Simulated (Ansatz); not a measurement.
```yaml
crystal:
  periodic: [false, false, false]
  atoms:
    - {symbol: C, position_ang: [0.013537, 1.493174, -0.807532]}
    - {symbol: Si, position_ang: [0.216214, -0.191292, -0.592955]}
    - {symbol: C, position_ang: [0.833901, -0.768996, 1.141560]}
    - {symbol: S, position_ang: [-1.818745, -1.119210, -1.138635]}
    - {symbol: H, position_ang: [-0.367763, 1.899104, -1.798500]}
    - {symbol: H, position_ang: [-0.583435, 1.752540, -0.120735]}
    - {symbol: H, position_ang: [0.865266, 2.013832, -0.528922]}
    - {symbol: H, position_ang: [0.705389, -1.977497, 1.402913]}
    - {symbol: H, position_ang: [1.723803, -0.352686, 1.264914]}
    - {symbol: H, position_ang: [-0.040260, -0.497101, 1.984980]}
    - {symbol: H, position_ang: [-1.262924, -2.522834, -0.949297]}
basis:
  gaussian: {orbitals: ANO-RCC-VTZP, fitting: {mean_field: cc-pVTZ-jkfit}, final_grid: {core_spheres: 20, valence_spheres: 16, degree: 47}}
total_charge: 1
hamiltonian: {xc: {name: revPBE}, dispersion: d3bjatm}
relax: {f_tol: 0.001, max_steps: 3}
output: {forces: true}
```

```sh
$ ansatz run in.yaml --threads 4 --pin off --events-out ev --progress --plain --max-ram 10444MiB
```

It prints (some lines left out):

```
Functional definition: revPBE
610 factors; integrals over basis functions are off by at most 4.5e-1 eV
mean field evaluation 1: about -20912.7909 eV, gradient 1.0e2 eV
mean field evaluation 2: about -20869.0030 eV, gradient 1.4e2 eV
mean field evaluation 4: about -20933.2345 eV, gradient 3.2e1 eV
mean field evaluation 8: about -20936.9096 eV, gradient 4.1e-1 eV
mean field evaluation 16: about -20936.9073 eV, gradient 2.3e-4 eV
mean field -20936.90727128 eV, -769.4171506742 hartree, gradient 3.8e-5 eV, S^2 0.000000; 0 other end points of the search recorded, 0 dependent functions left out
reference -20936.90734114 eV, -769.4171532415 hartree; 24, 24 occupied and 202, 202 virtual orbitals, 610 factors
relax step   1: F+E_penalty+E_count = -20937.54399888 eV  Δ(F+E_penalty+E_count) = +0.000e0 eV  max|allowed force component| = 7.427e0 eV/Å  Δτ_max = 0.0000 Å  (30 SCF iters, accepted)
610 factors; integrals over basis functions are off by at most 4.5e-1 eV
mean field -20939.31664821 eV, -769.5056936430 hartree, gradient 8.5e-5 eV, S^2 0.000000; 0 other end points of the search recorded, 0 dependent functions left out
reference -20939.31671513 eV, -769.5056961024 hartree; 24, 24 occupied and 202, 202 virtual orbitals, 610 factors
relax step   2: F+E_penalty+E_count = -20939.95047473 eV  Δ(F+E_penalty+E_count) = -2.406e0 eV  max|allowed force component| = 2.448e0 eV/Å  Δτ_max = 0.1945 Å  (32 SCF iters, accepted)
610 factors; integrals over basis functions are off by at most 4.4e-1 eV
mean field -20939.85103394 eV, -769.5253319564 hartree, gradient 6.0e-5 eV, S^2 0.000000; 0 other end points of the search recorded, 0 dependent functions left out
reference -20939.85110005 eV, -769.5253343860 hartree; 24, 24 occupied and 202, 202 virtual orbitals, 610 factors
relax step   3: F+E_penalty+E_count = -20940.48334395 eV  Δ(F+E_penalty+E_count) = -5.329e-1 eV  max|allowed force component| = 5.501e-1 eV/Å  Δτ_max = 0.1948 Å  (31 SCF iters, accepted)
Error: geometry relaxation did not converge after 3 steps: max|allowed force component| = 5.50e-1 eV/Å (threshold 1.0e-3). Raise `relax.max_steps` over both its present limit and 3, loosen `relax.f_tol`, or start from a geometry closer to equilibrium. Where this run's directory can be resumed (`checkpoint.write`), a resume goes on for up to `relax.max_steps` more
```

(1) What is wrong with this run?

Results:

(1) The relaxation is allowed too few steps for its threshold. No converged result was reached.
